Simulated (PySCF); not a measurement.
PySCF input file for C2H2Cl, SMILES [CH]=CCl, multiplicity 2, TDA-M06-2X/def2-SVPD. The structure is a stationary point at PBE0-D3(BJ)/def2-TZVP. The isomer is the one that the SMILES or the coordinates give; other isomers of the formula were not compared.

```python
import numpy as np
from pyscf import gto, scf, dft, tdscf

mol = gto.M(
    atom='''
    C     0.24309729    1.69523034   -0.00000000
    C    -0.51784091    0.64528617   -0.00000000
    Cl    0.11591705   -0.98254749    0.00000000
    H     1.27871572    1.98887158    0.00000000
    H    -1.60084384    0.67133669    0.00000000
    ''',
    basis='def2-SVPD',
    charge=0,
    spin=1,
    max_memory=1600,
    verbose=4,
)
mf = dft.UKS(mol, xc='m06-2x').density_fit(auxbasis='def2-universal-jkfit')
mf.grids.level = 4
mf.conv_tol = 1e-9
mf.max_cycle = 100
mf.kernel()
fine, coarse = mf.grids, dft.Grids(mol).set(level=1).build(with_non0tab=True)
for _ in range(3):  # follow internal instabilities
    mf.grids = coarse
    mo, _, stable, _ = mf.stability(return_status=True, nroots=4)
    mf.grids = fine
    if stable:
        break
    mf.kernel(mf.make_rdm1(mo, mf.mo_occ))
mf.grids = dft.Grids(mol).set(level=2).build(with_non0tab=True)  # coarser grid for the response kernel
td = tdscf.TDA(mf)
td.nstates = 10
td.conv_tol = 1e-4
td.kernel(x0=td.get_init_guess(mf, 15))
td.analyze()
```

Output:

```
PySCF version 2.14.0

[INPUT] verbose = 4
[INPUT] num. atoms = 5
[INPUT] num. electrons = 31
[INPUT] charge = 0
[INPUT] spin (= nelec alpha-beta = 2S) = 1
[INPUT] symmetry False subgroup None
[INPUT] Mole.unit = angstrom
[INPUT] Symbol           X                Y                Z      unit          X                Y                Z       unit  Magmom
[INPUT]  1 C      0.243097290000   1.695230340000   0.000000000000 AA    0.459387299724   3.203521060653   0.000000000000 Bohr   0.0
[INPUT]  2 C     -0.517840910000   0.645286170000   0.000000000000 AA   -0.978577495996   1.219414133270   0.000000000000 Bohr   0.0
[INPUT]  3 Cl     0.115917050000  -0.982547490000   0.000000000000 AA    0.219051477668  -1.856745660479   0.000000000000 Bohr   0.0
[INPUT]  4 H      1.278715720000   1.988871580000   0.000000000000 AA    2.416422501976   3.758422583131   0.000000000000 Bohr   0.0
[INPUT]  5 H     -1.600843840000   0.671336690000   0.000000000000 AA   -3.025156425797   1.268642481472   0.000000000000 Bohr   0.0

nuclear repulsion = 81.2862747372469
number of shells = 35
number of NR pGTOs = 125
number of NR cGTOs = 83
basis = def2-SVPD
ecp = {}


[settings echo left out]
init E= -537.54372860247
  alpha nocc = 16  HOMO = -0.208292401619684  LUMO = -0.0209569049071812
  beta  nocc = 15  HOMO = -0.288372978371552  LUMO = -0.208292401619685

WARN: HOMO -0.208292401619684 >= LUMO -0.208292401619685

cycle= 1 E= -537.231159275797  delta_E= 0.313  |g|= 0.159  |ddm|= 2.06
  alpha nocc = 16  HOMO = -0.324565755671163  LUMO = 0.00553030363206775
  beta  nocc = 15  HOMO = -0.329909662074864  LUMO = -0.101446526534479
  HOMO = -0.324565755671  LUMO = -0.101446526534  gap/eV = 6.07138
cycle= 2 E= -537.244747580623  delta_E= -0.0136  |g|= 0.124  |ddm|= 0.502
  alpha nocc = 16  HOMO = -0.31507723065703  LUMO = 0.0301306638064278
  beta  nocc = 15  HOMO = -0.325902052696799  LUMO = -0.0801379641332458
  HOMO = -0.315077230657  LUMO = -0.0801379641332  gap/eV = 6.39302
cycle= 3 E= -537.253329960085  delta_E= -0.00858  |g|= 0.0335  |ddm|= 0.241
  alpha nocc = 16  HOMO = -0.320156292346714  LUMO = 0.0285759255674414
  beta  nocc = 15  HOMO = -0.329092620594841  LUMO = -0.073947568412331
  HOMO = -0.320156292347  LUMO = -0.0739475684123  gap/eV = 6.69968
cycle= 4 E= -537.254396133007  delta_E= -0.00107  |g|= 0.0156  |ddm|= 0.0615
  alpha nocc = 16  HOMO = -0.324411435153056  LUMO = 0.0292119720562405
  beta  nocc = 15  HOMO = -0.327356376213552  LUMO = -0.073109471494726
  HOMO = -0.324411435153  LUMO = -0.0731094714947  gap/eV = 6.83827
cycle= 5 E= -537.254669694173  delta_E= -0.000274  |g|= 0.00885  |ddm|= 0.0398
  alpha nocc = 16  HOMO = -0.324106752485066  LUMO = 0.0302487951035002
  beta  nocc = 15  HOMO = -0.326768553825654  LUMO = -0.0705504078274162
  HOMO = -0.324106752485  LUMO = -0.0705504078274  gap/eV = 6.89962
cycle= 6 E= -537.254781183065  delta_E= -0.000111  |g|= 0.00333  |ddm|= 0.0194
  alpha nocc = 16  HOMO = -0.325364702650924  LUMO = 0.0299496851382597
  beta  nocc = 15  HOMO = -0.327064713062427  LUMO = -0.0709812082586394
  HOMO = -0.325364702651  LUMO = -0.0709812082586  gap/eV = 6.92213
cycle= 7 E= -537.254813871873  delta_E= -3.27e-05  |g|= 0.0014  |ddm|= 0.0119
  alpha nocc = 16  HOMO = -0.325261038032077  LUMO = 0.0302326526984271
  beta  nocc = 15  HOMO = -0.326813750132943  LUMO = -0.0707292506462891
  HOMO = -0.325261038032  LUMO = -0.0707292506463  gap/eV = 6.92616
cycle= 8 E= -537.254822471329  delta_E= -8.6e-06  |g|= 0.000563  |ddm|= 0.00619
  alpha nocc = 16  HOMO = -0.32537929699814  LUMO = 0.0302130149179409
  beta  nocc = 15  HOMO = -0.326853727097275  LUMO = -0.070726047543777
  HOMO = -0.325379296998  LUMO = -0.0707260475438  gap/eV = 6.92947
cycle= 9 E= -537.254823956946  delta_E= -1.49e-06  |g|= 0.000189  |ddm|= 0.00301
  alpha nocc = 16  HOMO = -0.325363185446102  LUMO = 0.0302340928660128
  beta  nocc = 15  HOMO = -0.326817618298519  LUMO = -0.070711134429994
  HOMO = -0.325363185446  LUMO = -0.07071113443  gap/eV = 6.92944
cycle= 10 E= -537.254824050086  delta_E= -9.31e-08  |g|= 7.34e-05  |ddm|= 0.000836
  alpha nocc = 16  HOMO = -0.325366967689487  LUMO = 0.0302343124005473
  beta  nocc = 15  HOMO = -0.326824536565078  LUMO = -0.0707085932987752
  HOMO = -0.325366967689  LUMO = -0.0707085932988  gap/eV = 6.92961
cycle= 11 E= -537.254824057639  delta_E= -7.55e-09  |g|= 1.73e-05  |ddm|= 0.000282
  alpha nocc = 16  HOMO = -0.325369628525063  LUMO = 0.0302313097961915
  beta  nocc = 15  HOMO = -0.326824442623113  LUMO = -0.0707083614207669
  HOMO = -0.325369628525  LUMO = -0.0707083614208  gap/eV = 6.92969
cycle= 12 E= -537.254824058072  delta_E= -4.33e-10  |g|= 7.95e-06  |ddm|= 6.48e-05
  alpha nocc = 16  HOMO = -0.325368813730786  LUMO = 0.0302330318080584
  beta  nocc = 15  HOMO = -0.326823891410219  LUMO = -0.070707456643043
  HOMO = -0.325368813731  LUMO = -0.070707456643  gap/eV = 6.92969
Extra cycle  E= -537.25482405809  delta_E= -1.77e-11  |g|= 7.69e-06  |ddm|= 2.35e-05
converged SCF energy = -537.25482405809  <S^2> = 0.76807894  2S+1 = 2.017998
tot grids = 21624
uhf_internal: lowest eigs of H = [0.17936881 0.27089993 0.36366841 0.37972533]
<class 'pyscf.df.df_jk.DFUKS'> wavefunction is stable in the internal stability analysis
tot grids = 44912


******** <class 'pyscf.tdscf.uks.TDA'> for <class 'pyscf.df.df_jk.DFUKS'> ********
nstates = 10
deg_eia_thresh = 1.000e-03
wfnsym = None
conv_tol = 0.0001
eigh lindep = 1e-12
eigh level_shift = 0
eigh max_cycle = 100


Excitation energies (eV)
[2.50021728 4.72376081 4.89212648 5.15829248 6.24557105 6.95065725
 7.19320044 7.32766765 7.37372778 7.43020064]

** Excitation energies and oscillator strengths **
Excited State   1:      2.50022 eV    495.89 nm  f=0.0010
      13b ->   16b     -0.20079
      15b ->   16b      0.95294
Excited State   2:      4.72376 eV    262.47 nm  f=0.0024
      16a ->   17a     -0.98026
      15b ->   16b     -0.10107
Excited State   3:      4.89213 eV    253.44 nm  f=0.0003
      13a ->   17a      0.18878
      15a ->   17a     -0.64538
      13b ->   17b     -0.16701
      15b ->   17b      0.68930
Excited State   4:      5.15829 eV    240.36 nm  f=0.0008
      14b ->   16b     -0.95209
      14b ->   19b     -0.14284
      14b ->   22b     -0.13009
      14b ->   24b     -0.11358
Excited State   5:      6.24557 eV    198.52 nm  f=0.0000
      15a ->   19a     -0.14234
      13b ->   16b     -0.79417
      13b ->   19b     -0.10383
      13b ->   22b     -0.10685
      15b ->   16b     -0.15394
      15b ->   19b     -0.41864
      15b ->   22b     -0.14108
      15b ->   24b     -0.18712
      15b ->   29b      0.10497
Excited State   6:      6.95066 eV    178.38 nm  f=0.0260
      15a ->   17a     -0.46145
      16a ->   18a      0.44312
      16a ->   19a      0.51730
      16a ->   20a      0.10646
      16a ->   22a     -0.16038
      16a ->   24a      0.27833
      16a ->   25a     -0.11393
      15b ->   17b     -0.40132
Excited State   7:      7.19320 eV    172.36 nm  f=0.0000
      15a ->   18a      0.22780
      15a ->   19a      0.48128
      15a ->   22a     -0.19752
      15a ->   24a      0.21922
      13b ->   16b     -0.45446
      15b ->   18b      0.23975
      15b ->   19b      0.50531
      15b ->   22b      0.21404
      15b ->   24b      0.12389
Excited State   8:      7.32767 eV    169.20 nm  f=0.0014
      15a ->   18a      0.25898
      15a ->   19a      0.52457
      15a ->   22a     -0.19107
      15a ->   24a      0.22492
      15b ->   18b     -0.59173
      15b ->   19b     -0.39295
      15b ->   22b     -0.15532
Excited State   9:      7.37373 eV    168.14 nm  f=0.0195
      15a ->   17a      0.34086
      16a ->   18a      0.77928
      16a ->   19a     -0.13193
      16a ->   20a      0.26457
      11b ->   16b     -0.12318
      12b ->   16b      0.19076
      15b ->   17b      0.30709
Excited State  10:      7.43020 eV    166.87 nm  f=0.0000
      11a ->   17a     -0.10593
      14a ->   17a     -0.97187
      14b ->   17b      0.15011

** Transition electric dipole moments (AU) **
state          X           Y           Z        Dip. S.      Osc.
  1         0.0000      0.0000     -0.1271      0.0162      0.0010
  2        -0.0000      0.0000      0.1433      0.0205      0.0024
  3         0.0236      0.0480     -0.0000      0.0029      0.0003
  4         0.0097      0.0777     -0.0000      0.0061      0.0008
  5         0.0000     -0.0000     -0.0072      0.0001      0.0000
  6        -0.1568     -0.3577     -0.0000      0.1526      0.0260
  7        -0.0000     -0.0000      0.0058      0.0000      0.0000
  8        -0.0000     -0.0000      0.0875      0.0077      0.0014
  9         0.3072      0.1156      0.0000      0.1078      0.0195
 10        -0.0000     -0.0000     -0.0015      0.0000      0.0000

** Transition velocity dipole moments (imaginary part, AU) **
state          X           Y           Z        Dip. S.      Osc.
  1         0.0000      0.0000     -0.0074      0.0001      0.0004
  2        -0.0000      0.0000      0.0002      0.0000      0.0000
  3         0.0035      0.0111     -0.0000      0.0001      0.0005
  4         0.0503      0.0121     -0.0000      0.0027      0.0094
  5        -0.0000     -0.0000      0.0449      0.0020      0.0059
  6         0.0273     -0.0265     -0.0000      0.0015      0.0038
  7        -0.0000      0.0000      0.0152      0.0002      0.0006
  8        -0.0000      0.0000      0.0904      0.0082      0.0202
  9         0.0497     -0.0623      0.0000      0.0064      0.0156
 10        -0.0000      0.0000      0.0035      0.0000      0.0000

** Transition magnetic dipole moments (imaginary part, AU) **
state          X           Y           Z
  1        -0.4886     -0.3071      0.0000
  2        -0.5798     -0.4475     -0.0000
  3         0.0000      0.0000      0.0168
  4        -0.0000     -0.0000      0.0800
  5        -0.2540     -0.0997      0.0000
  6         0.0000      0.0000      0.2640
  7         0.0417      0.0518     -0.0000
  8        -0.4858     -0.1667     -0.0000
  9        -0.0000      0.0000      0.8379
 10        -0.0090      0.4767     -0.0000
```

The run converged.
